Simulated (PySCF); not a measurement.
Compound: C7H7 (doublet state).
Atom-mapped SMILES: `[C:1]1=[CH:2][CH:3]=[CH:4][CH:5]=[CH:6][CH2:7]1` (hydrogens: H8 on C2; H9 on C3; H10 on C4; H11 on C5; H12 on C6; H13, H14 on C7)

Cartesian coordinates in Å at the PBE0-D3(BJ)/def2-SVP level; atoms count from 1:
```
atom  x, y, z in Å
C1    -0.051   -1.620   -0.105
C2     1.145   -1.247    0.358
C3     1.397    0.095    0.845
C4     0.745    1.219    0.430
C5    -0.262    1.286   -0.602
C6    -1.148    0.321   -0.938
C7    -1.349   -0.923   -0.117
H8     1.974   -1.965    0.383
H9     2.240    0.219    1.532
H10    1.119    2.177    0.807
H11   -0.276    2.208   -1.193
H12   -1.753    0.447   -1.841
H13   -1.630   -0.667    0.925
H14   -2.153   -1.551   -0.528
```

Computed, not measured: UKS B3LYP, IGLO-III on C, pcH-1 on H, non-relativistic, mean-field spin-orbit, GIAO (PySCF). Isolated species at its PBE0-D3(BJ)/def2-SVP geometry (one conformer only). Stability of the SCF solution: not tested.

Question: Break the g tensor into its mass correction, gauge correction and orbital-Zeeman/spin–orbit terms.

Answer: 
```
                    Δg (ppm)     1     2     3
relativistic mass correction  -157  -157  -157
            gauge correction    32    16   -24
   orbital Zeeman/spin–orbit  -618    55   551
                       total  -743   -86   370
```

So g = 2.00158, 2.00223, 2.00269 and g_iso = 2.00217; the tensor is rhombic: the two nearest values differ by 41 % of g3 − g1. Axes: g1 points within 15° of the C1–C7 bond and g2 points within 10° of the C2–C3 bond.

Question: How much does each term add to the isotropic shift?

Answer: The mass correction -157, the gauge correction 8 and the orbital-Zeeman/spin–orbit term -4 ppm, for a total of -153 ppm. The mass correction is the largest in size. The mass correction is the same along every axis, so the anisotropy comes from the other two: their spans along these axes are 56 (gauge) and 1168 ppm (orbital Zeeman/spin–orbit).

Question: What are the electron Larmor frequencies g μB B/h along the three axes at 3350 mT?

Answer: 93.8488, 93.8796, 93.9009 GHz for g1, g2 and g3, a range of 52.1 MHz.

Question: At 9.35 GHz, how far is the centre of the isotropic spectrum from where a free electron (g = 2.002319) resonates?

Answer: B = hν/(g μB) with μB/h = 13.99624 MHz/mT gives 333.63 mT for the free electron and 333.66 mT at g_iso, 0.03 mT higher.

Question: In a frozen sample, at which fields do the three g values resonate at 9.5, 34, 94 and 263 GHz (hyperfine left aside), and which band first spreads them over more than twice a line width of 0.3 mT?

Answer: 
```json
{"band": "X", "GHz": "9.5", "B(g3) mT": "338.92", "B(g2) mT": "339.00", "B(g1) mT": "339.11", "spread mT": "0.19"}
{"band": "Q", "GHz": "34.0", "B(g3) mT": "1212.98", "B(g2) mT": "1213.26", "B(g1) mT": "1213.65", "spread mT": "0.67"}
{"band": "W", "GHz": "94.0", "B(g3) mT": "3353.53", "B(g2) mT": "3354.30", "B(g1) mT": "3355.40", "spread mT": "1.86"}
{"band": "J", "GHz": "263.0", "B(g3) mT": "9382.76", "B(g2) mT": "9384.90", "B(g1) mT": "9387.98", "spread mT": "5.21"}
```

The spread grows in proportion to the frequency. Q band is the first where it exceeds 0.6 mT.

Largest spin populations (Mulliken): C1 (+0.98), C2 (-0.11) and C3 (+0.09). No atom but C1 exceeds +0.15. The positive populations add up to 1.22 and the negative ones to -0.22, together 2S = 1.

The HOMO–LUMO gaps are 4.65 eV among the α and 3.84 eV among the β orbitals.
